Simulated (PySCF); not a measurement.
Worked example: chemical shift, span and skew from a shielding tensor

CNiO, SMILES [O+]#[C-]->[Ni], multiplicity 1. Atoms are numbered in the order given.

```xyz
3

Ni     0.0000     0.0000     0.7741
O      0.0000     0.0000    -2.0393
C      0.0000     0.0000    -0.8933
```
Charge 0, spin multiplicity 1.

The structure is a stationary point at PBE0-D3(BJ)/def2-TZVP. The spin state was assumed, not searched.

GIAO shieldings from PySCF with PBE0/pcSseg-2, non-relativistic, no solvent. The symmetric part of the tensor of C3 has the principal values -180.8, -180.8, 288.8 ppm. The same nucleus in TMS has σ = 186.1 ppm at this level (PySCF, at its B3LYP-D3(BJ)/def2-TZVP geometry).

Task: Work out the isotropic shielding, the ¹³C shift against TMS, the span and the skew.

Result: 
σ(iso) = (σ11 + σ22 + σ33)/3 = -24.3 ppm. δ = σ(ref) − σ(iso) = 186.1 − (-24.3) = 210.4 ppm.
Span Ω = σ33 − σ11 = 469.6 ppm. Skew κ = 3(σ(iso) − σ22)/Ω = 1.00, an axial tensor. Tumbling in solution averages the tensor to δ; in a static solid the shielding alone would spread this spin-1/2 line over Ω.
